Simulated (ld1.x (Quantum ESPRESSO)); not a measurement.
## iridium TM: all-electron and pseudo phase curves

```
Element                 : Ir
Generator               : ld1.x (Quantum ESPRESSO) 7.5
Type                    : norm-conserving Troullier–Martins (Kleinman–Bylander form)
Functional              : LDA (PZ)
Relativity              : scalar-relativistic
Frozen core             : [Kr] 4d10
Valence charge          : 31
Reference configuration : 4f14 5s2 5p6 5d7 6s2 6p0
Partial waves           : 5s (bound): rc 1.00 bohr; 5p (bound): rc 1.35 bohr; 5d (bound): rc 2.10 bohr; 4f (bound): rc 0.60 bohr
Local potential         : all-electron potential smoothed inside 1.80 bohr (lloc = -2)
Core correction         : none
```

Occupied shells without a wave of their own: 6s. They enter only through the test configuration that unscreens the potential.

The phase is arctan(r·u′/u) with u = r·R(r), unwrapped; energies in Ry, scanned from -9 to 5 Ry. A pole is an energy at which the radial function vanishes at the test radius. The pseudo phase is shifted by a multiple of π to meet the all-electron one at the reference energy, and phase errors are pseudo minus all-electron; the curves can meet again beyond the range given. Levels narrower than the energy grid can be missing from the lists of poles. n/a: not evaluated, since a narrow level or a reset projector energy made the automatic matching unsafe.

| channel | radius (bohr) | reference energy (Ry) | poles, all-electron | poles, pseudo | unbroken range about the reference energy with phases within 0.05 rad | phase error 1 Ry above the reference energy (rad) |
| --- | --- | --- | --- | --- | --- | --- |
| s | 2.31 | -7.22 | -7.18, 3.20 | -7.18, 2.35 | below -0.8 | +0.000 |
| p | 2.31 | -4.04 | -3.90 | -3.90 | below 0.7 | +0.001 |
| d | 2.31 | -0.54 | 0.22 | 0.22 | below 3.3 | +0.001 |
| f | 2.31 | -4.60 | 4.64 | none | n/a | n/a |

A Bessel basis up to 400 Ry misses an occupied level by 2.34 Ry, so cutoffs and ghosts were not judged.

Phases in the s channel:

```tsv
E (Ry)	all-electron	pseudo
-9.00	1.408	1.408
-8.76	1.405	1.405
-8.52	1.400	1.401
-8.28	1.395	1.395
-8.04	1.389	1.389
-7.80	1.379	1.379
-7.56	1.357	1.357
-7.32	1.195	1.195
-7.08	-1.681	-1.681
-6.84	-1.724	-1.724
-6.60	-1.740	-1.739
-6.36	-1.749	-1.749
-6.12	-1.756	-1.756
-5.88	-1.764	-1.763
-5.64	-1.770	-1.770
-5.40	-1.777	-1.777
-5.16	-1.784	-1.784
-4.92	-1.792	-1.792
-4.68	-1.800	-1.800
-4.44	-1.809	-1.809
-4.20	-1.819	-1.819
-3.96	-1.830	-1.829
-3.72	-1.842	-1.842
-3.48	-1.856	-1.855
-3.24	-1.872	-1.871
-3.00	-1.890	-1.890
-2.76	-1.911	-1.911
-2.52	-1.937	-1.937
-2.28	-1.968	-1.968
-2.04	-2.006	-2.007
-1.80	-2.055	-2.058
-1.56	-2.120	-2.125
-1.32	-2.208	-2.218
-1.08	-2.332	-2.353
-0.84	-2.517	-2.558
-0.60	-2.791	-2.871
-0.36	-3.167	-3.291
-0.12	-3.570	-3.708
0.12	-3.896	-4.016
0.36	-4.120	-4.218
0.60	-4.271	-4.352
0.84	-4.375	-4.446
1.08	-4.450	-4.514
1.32	-4.506	-4.567
1.56	-4.551	-4.610
1.80	-4.586	-4.645
2.04	-4.616	-4.676
2.28	-4.641	-4.704
2.52	-4.663	-4.730
2.76	-4.682	-4.755
3.00	-4.699	-4.781
3.24	-4.715	-4.808
3.48	-4.730	-4.838
3.72	-4.744	-4.874
3.96	-4.757	-4.918
4.20	-4.770	-4.979
4.44	-4.783	-5.070
4.68	-4.796	-5.229
4.92	-4.809	-5.564
```
